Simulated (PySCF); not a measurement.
C4H4N, SMILES c1[c]cc[nH]1, multiplicity 2.

Geometry: PBE0-D3(BJ)/def2-SVP. The isomer is the one that the SMILES or the coordinates give; other isomers of the formula were not compared.

Method: TDA-ωB97X/def2-SVPD (PySCF).

Vertical excitations. 

| state | energy (eV) | λ (nm) | f | main pairs |
|---|---|---|---|---|
| root 1 | 1.80 | 688 | 0.001 | β HOMO→LUMO 83 %, β HOMO−1→LUMO 14 % |
| root 2 | 2.87 | 432 | 0.001 | β HOMO−1→LUMO 83 %, β HOMO→LUMO 15 % |
| root 3 | 4.44 | 279 | 0.000 | α HOMO→LUMO+1 46 %, β HOMO→LUMO+2 46 % |
| root 4 | 5.58 | 222 | 0.001 | α HOMO−1→LUMO+1 29 %, α HOMO→LUMO+4 15 %, β HOMO−1→LUMO+2 44 %, β HOMO→LUMO+6 8 % |
| root 5 | 6.13 | 202 | 0.009 | β HOMO−2→LUMO 88 % |
| root 6 | 6.32 | 196 | 0.004 | α HOMO→LUMO+4 38 %, α HOMO−1→LUMO+1 11 %, β HOMO→LUMO+6 28 %, β HOMO−1→LUMO+2 9 % |
| root 7 | 6.61 | 188 | 0.000 | α HOMO→LUMO 5 %, β HOMO→LUMO+1 90 % |
| root 8 | 6.70 | 185 | 0.001 | α HOMO→LUMO 90 %, β HOMO→LUMO+1 6 % |
| root 9 | 6.78 | 183 | 0.004 | α HOMO−2→LUMO+1 84 % |
| root 10 | 6.91 | 180 | 0.111 | α HOMO−1→LUMO+4 19 %, α HOMO→LUMO+1 16 %, α HOMO−1→LUMO+1 14 %, α HOMO→LUMO+4 7 %, β HOMO→LUMO+2 33 % |
Unrestricted roots are not spin-pure.
